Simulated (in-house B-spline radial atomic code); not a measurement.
RPA and G0W0 for Yb2+, [Xe] 4f14, as one setting changes: the share of exact exchange in the PBE hybrid start. A dash marks a level of low quasi-particle weight. Computed with a B-spline radial code for spherical atoms: all electrons, scalar-relativistic (spin-free one-electron X2C), finite nucleus, each spin shell either full or empty, empty states to l = 9 with an (l + 1/2)⁻⁴ tail; G0W0 by contour deformation at full frequency.

Without the two-electron picture change, the correlation of inner shells comes somewhat too large for so heavy an element.

| share of exact exchange in the PBE hybrid start | mean-field level (eV) | G0W0 level (eV) | RPA correlation (Eh) |
| --- | --- | --- | --- |
| 0 | -17.627 | - | -6.4608 |
| 0.1 | ? | ? | ? |
| 0.2 | -19.833 | 4f -25.408 | -6.3346 |
| 0.3 | -20.968 | 4f -25.374 | -6.2762 |
| 0.4 | ? | ? | ? |
| 0.5 | -23.299 | 4f -25.184 | -6.1663 |
| 0.6 | -24.493 | 4f -25.046 | -6.1143 |
| 0.7 | -25.707 | 4f -24.889 | -6.064 |
| 0.8 | -26.939 | 4f -24.717 | -6.0152 |
| 0.9 | -28.189 | 4f -24.531 | -5.9679 |
| 1 | -29.457 | 4f -24.335 | -5.9218 |

What belongs in the row for 0.4?

mean-field level (eV): -22.123; G0W0 level (eV): 4f -25.296; RPA correlation (Eh): -6.2202.

What belongs in the row for 0.1?

mean-field level (eV): -18.719; G0W0 level (eV): -; RPA correlation (Eh): -6.3958.

At what share of exact exchange does G0W0 leave the highest level unchanged?

Near 0.64, where the shift changes sign (-0.553 eV at 0.6, +0.817 eV at 0.7).
